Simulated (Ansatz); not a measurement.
A nudged elastic band was laid between two geometries of BrH + ClH3O3Zr (10 atoms, charge 0, multiplicity 1).

Method: RKS PBE-D4/def2-SVP in Ansatz 0.2.0.

```yaml
movable_images: 5
climbing_image: yes
spring: 5.0 eV/Å²
optimiser: quadratic models (default)
start_path: through a guess of the saddle point
force_threshold: 0.05 eV/Å
iteration_limit: 60
end_points: relaxed
```

Image 0:

```xyz
10
Properties=species:S:1:pos:R:3
Zr -0.194 -0.323 0.179
Cl -0.001 -0.017 2.587
O 1.559 -0.509 -0.575
H 2.421 -0.361 -0.989
O -1.138 1.166 -0.572
H -1.400 2.000 -0.986
O -1.194 -1.935 -0.127
H -1.661 -2.693 -0.501
Br 1.814 2.889 1.338
H 1.153 1.831 2.100
```

Image 6:

```xyz
10
Properties=species:S:1:pos:R:3
Zr -0.124 0.569 -0.257
Cl 1.044 -1.119 2.876
O 1.539 -0.124 -0.913
H 2.329 -0.611 -1.185
O -1.163 1.424 -1.630
H -1.436 1.773 -2.489
O -1.217 -0.841 0.502
H -0.915 -1.452 1.203
Br 0.412 2.240 1.652
H 0.890 0.187 2.695
```

(1) What changes between the two ends?

(2) Give the energies along the band, and the barrier.

(3) What is the geometry of the highest image?

The band took 26 iterations and about 16 core-minutes.

Results:

(1) Bonds broken: Zr1–Cl2, Br9–H10. Bonds formed: Zr1–Br9, Cl2–H10. BrH + ClH3O3Zr becomes BrH3O3Zr + ClH.

(2) It converged. The highest image is number 3 of 0 to 6, 0.196 eV above the first end and 0.175 eV above the last; the last end lies 0.021 eV above the first. A vibrational analysis at the climbing image gives one clearly imaginary mode, 64i cm⁻¹, and a faint second one (29i cm⁻¹) that may be numerical noise or a soft torsion: probably a first-order saddle point. The orbitals stay closed-shell, which can raise the energy where a bond breaks towards radicals; this wasn't checked here.

```json
{"image": "0", "path coordinate (Å)": "0.00", "energy (eV)": "0.000", "Zr1–Cl2 (Å)": "2.43", "Br9–H10 (Å)": "1.46", "Zr1–Br9 (Å)": "3.96"}
{"image": "1", "path coordinate (Å)": "0.72", "energy (eV)": "0.047", "Zr1–Cl2 (Å)": "2.46", "Br9–H10 (Å)": "1.47", "Zr1–Br9 (Å)": "3.56"}
{"image": "2", "path coordinate (Å)": "1.44", "energy (eV)": "0.138", "Zr1–Cl2 (Å)": "2.53", "Br9–H10 (Å)": "1.52", "Zr1–Br9 (Å)": "3.14"}
{"image": "3", "path coordinate (Å)": "2.16", "energy (eV)": "0.196", "Zr1–Cl2 (Å)": "2.69", "Br9–H10 (Å)": "1.73", "Zr1–Br9 (Å)": "2.85"}
{"image": "4", "path coordinate (Å)": "3.22", "energy (eV)": "0.119", "Zr1–Cl2 (Å)": "2.94", "Br9–H10 (Å)": "2.02", "Zr1–Br9 (Å)": "2.70"}
{"image": "5", "path coordinate (Å)": "4.27", "energy (eV)": "0.037", "Zr1–Cl2 (Å)": "3.41", "Br9–H10 (Å)": "2.28", "Zr1–Br9 (Å)": "2.61"}
{"image": "6", "path coordinate (Å)": "5.33", "energy (eV)": "0.021", "Zr1–Cl2 (Å)": "3.75", "Br9–H10 (Å)": "2.35", "Zr1–Br9 (Å)": "2.59"}
```

(3) 
```xyz
10
Properties=species:S:1:pos:R:3
Zr 0.062 0.172 0.130
Cl 0.351 -0.234 2.771
O 1.663 -0.416 -0.743
H 2.264 -0.616 -1.473
O -0.936 1.319 -1.037
H -1.576 1.750 -1.618
O -1.080 -1.373 0.199
H -1.469 -2.227 0.430
Br 1.180 2.495 1.353
H 0.899 1.178 2.440
```

Time of the run: 4.2 min on 4 threads of Arm Neoverse V1, on a shared host, peak memory 0.23 GiB.
